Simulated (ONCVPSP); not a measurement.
## Which change was made? (Ti, ONCV)

Ti (Z = 22), optimised norm-conserving Vanderbilt (ONCV), made with ONCVPSP 4.0.1 (PBEsol, scalar-relativistic). Core [Ne], reference 3s2 3p6 3d2 4s1.5 4p0.5. Waves: 3s+4s: rc 1.30 bohr, ncon 4, nbas 7, qcut 9.3 1/bohr, 3 projectors, debl 2.3 Ha; 3p+4p: rc 1.55 bohr, ncon 4, nbas 8, qcut 7.5 1/bohr, 2 projectors; 3d: rc 2.35 bohr, ncon 4, nbas 8, qcut 8 1/bohr, 2 projectors, debl 3.8 Ha. Local part: polynomial inside 1.10 bohr (lpopt 5, dvloc0 0 Ha). Core correction: Teter function, fcfact 5.25, rcfact 1.2.

Cutoffs, loose and tight: the cutoffs (Ha) at which the residual kinetic energy of the hardest occupied pseudo-wave falls to 1 and 0.1 mHa per electron. They do not see the model core or the augmentation charge, which bear on the density cutoff. Test errors are all-electron minus pseudo excitation energies from the reference, over the configurations 3s2 3p6 3d2 4s2 4p0; 3s2 3p6 3d2 4s1 4p0; 3s2 3p6 3d2 4s0 4p0; 3s1 3p6 3d2 4s2 4p0; variants that change the core or the reference have their own tests.

The base gives: outcome: generated; cutoff, loose: 31 Ha; cutoff, tight: 37 Ha; bound ghosts: none; GHOST(+) flags above zero: s; largest test error (meV): -183.

Q: After one change the result is: outcome: failed: ERROR pspot: first pseudo wave function has node, program will stop. Which change was it?
A. d: rc 1.58
B. d: rc 1.84
C. d: rc 2.1
D. d: rc 3.18
E. d: rc 2.76

A: D. The others give: d: rc 2.76 → outcome: generated; cutoff, loose: 31 Ha; cutoff, tight: 37 Ha; bound ghosts: none; GHOST(+) flags above zero: s; largest test error (meV): -257 | d: rc 2.1 → outcome: generated; cutoff, loose: 31 Ha; cutoff, tight: 37 Ha; bound ghosts: none; GHOST(+) flags above zero: s; largest test error (meV): -139 | d: rc 1.58 → outcome: generated; cutoff, loose: 31 Ha; cutoff, tight: 56 Ha; bound ghosts: none; GHOST(+) flags above zero: s; largest test error (meV): -66 | d: rc 1.84 → outcome: generated; cutoff, loose: 31 Ha; cutoff, tight: 37 Ha; bound ghosts: none; GHOST(+) flags above zero: s; largest test error (meV): -100.
